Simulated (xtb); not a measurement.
CH$_{5}$S, charge +1, singlet, from a rough starting geometry; GFN2-xTB (xtb).

The xtb input:
```
$ xtb mol.xyz --gfn 2 --chrg 1 --opt vtight --json

# file mol.xyz
7

C     -0.05126127     0.76885862     0.14602456
S     -0.04528874    -1.08126090     0.10561081
H      1.25667333    -1.21730278     0.05787433
H     -1.09290122     1.00591837     0.12133068
H      0.37774494     1.13563411     1.01025179
H      0.41662679     1.15318309    -0.80252446
H     -0.95448228    -1.83146701    -0.70817991
```

What the program printed (banner, timings and long lists left out):

```
   ID    Z sym.   atoms
    1    6 C      1
    2   16 S      2
    3    1 H      3-7

           -------------------------------------------------
          |                Calculation Setup                |
           -------------------------------------------------

           -------------------------------------------------
          |                 G F N 2 - x T B                 |
           -------------------------------------------------

          ...................................................
          :                      SETUP                      :
          :.................................................:
          :  # basis functions                  19          :
          :  # atomic orbitals                  18          :
          :  # shells                           10          :
          :  # electrons                        14          :
          :  max. iterations                   250          :
          :  Hamiltonian                  GFN2-xTB          :
          :  restarted?                      false          :
          :  GBSA solvation                  false          :
          :  PC potential                    false          :
          :  electronic temp.          300.0000000     K    :
          :  accuracy                    1.0000000          :
          :  -> integral cutoff          0.2500000E+02      :
          :  -> integral neglect         0.1000000E-07      :
          :  -> SCF convergence          0.1000000E-05 Eh   :
          :  -> wf. convergence          0.1000000E-03 e    :
          :  Broyden damping             0.4000000          :
          :  net charge                          1          :
          :  unpaired electrons                  0          :
          ...................................................

 iter      E             dE          RMSdq      gap      omega  full diag
   1     -7.4791388 -0.747914E+01  0.430E+00    4.97       0.0  T
   2     -7.4873391 -0.820036E-02  0.241E+00    5.05       1.0  T
   3     -7.4883142 -0.975081E-03  0.114E+00    5.02       1.0  T
   4     -7.4884576 -0.143350E-03  0.368E-01    5.02       1.0  T
   5     -7.4885111 -0.535763E-04  0.723E-02    5.03       1.0  T
   6     -7.4885121 -0.990346E-06  0.150E-02    5.03       2.5  T
   7     -7.4885122 -0.669723E-07  0.571E-03    5.03       6.6  T
   8     -7.4885122 -0.565879E-08  0.228E-03    5.03      16.6  T
   9     -7.4885122 -0.132492E-08  0.520E-04    5.03      72.8  T
  10     -7.4885122 -0.553415E-10  0.740E-05    5.03     510.6  T

   *** convergence criteria satisfied after 10 iterations ***

         :::::::::::::::::::::::::::::::::::::::::::::::::::::
         ::                     SUMMARY                     ::
         :::::::::::::::::::::::::::::::::::::::::::::::::::::
         :: total energy              -7.408333235600 Eh    ::
         :: gradient norm              0.116662984891 Eh/a0 ::
         :: HOMO-LUMO gap              5.033117344161 eV    ::
         ::.................................................::
         :: SCC energy                -7.488511957435 Eh    ::
         :: -> isotropic ES            0.117236078267 Eh    ::
         :: -> anisotropic ES         -0.005457977014 Eh    ::
         :: -> anisotropic XC          0.005979880236 Eh    ::
         :: -> dispersion             -0.001657304746 Eh    ::
         :: repulsion energy           0.080178721836 Eh    ::
         :: add. restraining           0.000000000000 Eh    ::
         :: total charge               1.000000000000 e     ::
         :::::::::::::::::::::::::::::::::::::::::::::::::::::

      -----------------------------------------------------------
     |                   =====================                   |
     |                        A N C O P T                        |
     |                   =====================                   |
     |               Approximate Normal Coordinate               |
[...]
 * total energy  :    -7.4502278 Eh     change       -0.2902175E-02 Eh
 * total energy  :    -7.4508495 Eh     change       -0.6216620E-03 Eh
 * total energy  :    -7.4509536 Eh     change       -0.1041112E-03 Eh
 * total energy  :    -7.4509985 Eh     change       -0.4486888E-04 Eh
 * total energy  :    -7.4510155 Eh     change       -0.1699548E-04 Eh
 * total energy  :    -7.4510418 Eh     change       -0.2630983E-04 Eh
 * total energy  :    -7.4510630 Eh     change       -0.2122145E-04 Eh
 * total energy  :    -7.4510811 Eh     change       -0.1810969E-04 Eh
 * total energy  :    -7.4510887 Eh     change       -0.7597627E-05 Eh
 * total energy  :    -7.4510899 Eh     change       -0.1140826E-05 Eh
 * total energy  :    -7.4510900 Eh     change       -0.1780677E-06 Eh
 * total energy  :    -7.4510901 Eh     change       -0.4835714E-07 Eh
   *** GEOMETRY OPTIMIZATION CONVERGED AFTER 15 ITERATIONS ***
         :: total energy              -7.451090088443 Eh    ::
[...]

    * Orbital Energies and Occupations

         #    Occupation            Energy/Eh            Energy/eV
      -------------------------------------------------------------
         1        2.0000           -0.9924723             -27.0065
         2        2.0000           -0.8237069             -22.4142
         3        2.0000           -0.7594103             -20.6646
         4        2.0000           -0.7517672             -20.4566
         5        2.0000           -0.7153492             -19.4656
         6        2.0000           -0.6926858             -18.8489
         7        2.0000           -0.6857714             -18.6608 (HOMO)
         8                         -0.4478159             -12.1857 (LUMO)
         9                         -0.4400028             -11.9731
        10                         -0.2840839              -7.7303
        11                         -0.2743853              -7.4664
        12                         -0.2559492              -6.9647
        13                         -0.1994036              -5.4260
        14                         -0.0484378              -1.3181
        15                          0.0067288               0.1831
        16                          0.0222601               0.6057
        17                          0.2132279               5.8022
        18                          0.3285618               8.9406
      -------------------------------------------------------------
                  HL-Gap            0.2379555 Eh            6.4751 eV
             Fermi-level           -0.5667937 Eh          -15.4232 eV

     #   Z          covCN         q      C6AA      α(0)
     1   6 C        3.743    -0.135    23.166     6.866
     2  16 S        2.811     0.288   129.871    19.180
     3   1 H        0.921     0.217     1.017     1.577
     4   1 H        0.925     0.140     1.462     1.891
     5   1 H        0.925     0.140     1.462     1.891
     6   1 H        0.925     0.133     1.510     1.922
     7   1 H        0.921     0.217     1.017     1.577

 Mol. C6AA /au·bohr⁶  :        476.471307
 Mol. C8AA /au·bohr⁸  :      15646.226315
 Mol. α(0) /au        :         34.904069

Wiberg/Mayer (AO) data.
largest (>0.10) Wiberg bond orders for each atom

 ---------------------------------------------------------------------------
     #   Z sym  total        # sym  WBO       # sym  WBO       # sym  WBO
 ---------------------------------------------------------------------------
     1   6 C    3.904 --     2 S    1.006     6 H    0.966     4 H    0.960
                             5 H    0.960
     2  16 S    2.922 --     1 C    1.006     3 H    0.937     7 H    0.937
     3   1 H    0.953 --     2 S    0.937
     4   1 H    0.980 --     1 C    0.960
     5   1 H    0.980 --     1 C    0.960
     6   1 H    0.982 --     1 C    0.966
     7   1 H    0.953 --     2 S    0.937
 ---------------------------------------------------------------------------

Topologies differ in total number of bonds
Writing topology from bond orders to xtbtopo.mol

molecular dipole:
                 x           y           z       tot (Debye)
 q only:        0.085      -1.110      -0.082
   full:        0.137      -1.097      -0.203       2.857
molecular quadrupole (traceless):
                xx          xy          yy          xz          yz          zz
 q only:       -1.415      -0.801       3.934       0.484       1.065      -2.519
  q+dip:       -0.571      -0.975       2.576       0.596       1.834      -2.005
   full:       -0.737      -1.037       3.104       0.699       1.864      -2.367

optimized geometry written to: xtbopt.xyz

           -------------------------------------------------
          | TOTAL ENERGY               -7.451090088443 Eh   |
          | GRADIENT NORM               0.000034912302 Eh/α |
          | HOMO-LUMO GAP               6.475098600012 eV   |
           -------------------------------------------------

normal termination of xtb
```
